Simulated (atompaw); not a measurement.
**Pseudopotential generation for Gd (Z = 64): PAW (atompaw), PBE, scalar-relativistic.**

Input for atompaw 4.2.0.5:

```
Gd 64
GGA-PBE scalarrelativistic loggrid 2001 logderivrange -6 5 276
6 6 5 4 0 0
6 0 1.5
6 1 0.5
5 2 1
4 3 7
0 0 0
c
c
c
c
v
v
c
c
c
v
v
c
c
v
v
3
3.00 2.90 2.10 2.00
n
n
y
0.55
n
y
1.25
n
custom polynom gramschmidtortho besselshape
bessel
1.55
3.00
2.50
3.00
3.00
3.00
0.95
0.95
PWSCFOUT
UPFDX 0.0125d0 UPFXMIN -7.d0 UPFZMESH 64.d0
END
```

Command:

```bash
atompaw < Gd.input > Gd.log
```

Output (summary file):

```
Completed calculations for Gd (AE)

 Exchange-correlation type: GGA, Perdew-Burke-Ernzerhof

 Radial integration grid is logarithmic
 r0 =   1.0575335E-04 h =   6.7682145E-03   n =      2001 rmax =   8.0000000E+01

 Scalar relativistic calculation

 AEatom converged in  45 iterations
   nz     =  64.00
   delta  =       4.531563360926E-15

 All Electron Orbital energies:
  n  l      occupancy      energy
  1  0      2.0000000E+00 -3.6826957E+03
  2  0      2.0000000E+00 -6.0810072E+02
  3  0      2.0000000E+00 -1.3484942E+02
  4  0      2.0000000E+00 -2.7201772E+01
  5  0      2.0000000E+00 -3.7048771E+00
  6  0      1.5000000E+00 -3.3140020E-01
  2  1      6.0000000E+00 -5.4111149E+02
  3  1      6.0000000E+00 -1.1410039E+02
  4  1      6.0000000E+00 -2.0363082E+01
  5  1      6.0000000E+00 -2.0524686E+00
  6  1      5.0000000E-01 -1.2041117E-01
  3  2      1.0000000E+01 -8.6725418E+01
  4  2      1.0000000E+01 -1.0905650E+01
  5  2      1.0000000E+00 -2.2467903E-01
  4  3      7.0000000E+00 -6.8774640E-01

 Total energy
   Total                    :   -22542.13564726928234

 ---
 Completed calculations for Gd (SC)

 Exchange-correlation type: GGA, Perdew-Burke-Ernzerhof

 Radial integration grid is logarithmic
 r0 =   1.0575335E-04 h =   6.7682145E-03   n =      2001 rmax =   8.0000000E+01

 Scalar relativistic calculation

 SCatom converged in   3 iterations
   nz     =  64.00
   delta  =       3.554129196060E-17

 Valence Electron Orbital energies:
  n  l      occupancy      energy
   5  0      2.0000000E+00 -3.7048771E+00
   6  0      1.5000000E+00 -3.3140020E-01
   5  1      6.0000000E+00 -2.0524686E+00
   6  1      5.0000000E-01 -1.2041117E-01
   5  2      1.0000000E+00 -2.2467903E-01
   4  3      7.0000000E+00 -6.8774640E-01

 Total energy
   Total                    :   -22542.13564726681579
   Valence                  :     -682.85115851365799

 PAW parameters:
       lmax =            3
         rc =    3.0023901880053487
        irc =         1516
   rc_shape =    2.9024825307724145
    rc_vloc =    2.1116015506572134
    rc_core =    2.0003020333123285
   Vloc: truncated form - Vps(r)=A.sin(qr)/r for r<rc
   Projector type: polynomial pseudization + Gram-Schmidt ortho.
   Bessel compensation charge shape zeroed at   2.9025E+00

 Number of basis functions     8
 No.   n  nodes  l      Energy         Cp coeff         Occ
  1    5    4    0   -0.3704877E+01  0.1000000E+01  0.2000000E+01
  2    6    5    0   -0.3314002E+00  0.9457839E+00  0.1500000E+01
  3    5    3    1   -0.2052469E+01  0.1000000E+01  0.6000000E+01
  4    6    4    1   -0.1204112E+00  0.1844771E+01  0.5000000E+00
  5    5    2    2   -0.2246790E+00  0.1000000E+01  0.1000000E+01
  6  999    3    2    0.5500000E+00  0.3419596E-01  0.0000000E+00
  7    4    0    3   -0.6877464E+00  0.1000000E+01  0.7000000E+01
  8  999    1    3    0.1250000E+01  0.1060641E+00  0.0000000E+00

 Eigenvalues of overlap operator (in the basis of projectors):
    1        6.18150693E-02
    2        5.52023881E-01
    3        1.04163465E+00
    4        1.24826214E+00
    5        3.31216593E+00
    6        1.24414337E+01
    7        4.84921365E+01
    8        4.15488802E+02

 Orbital leakage outside PAW augmentation regions
   orb  is_core?  %out_of_sphere
   1 0    T           0.00
   2 0    T           0.00
   3 0    T           0.00
   4 0    T           0.00
   5 0    F           0.28
   6 0    F          74.68
   2 1    T           0.00
   3 1    T           0.00
   4 1    T           0.00
   5 1    F           1.74
   6 1    F          92.79
   3 2    T           0.00
   4 2    T           0.00
   5 2    F          34.90
   4 3    F           0.42

 Summary of PAW energies
   Total valence energy     :   -682.85120295091008
   Smooth energy            :    101.02495594469811
   One center               :   -783.87615889560823
   Smooth kinetic           :    120.31030650513298
   Vloc energy              :     -4.64474115673838
   Smooth exch-corr         :    -16.88292200299025
   One-center xc            :   -480.09548136361059
```

The run took about 16 s on one core of a shared server CPU.
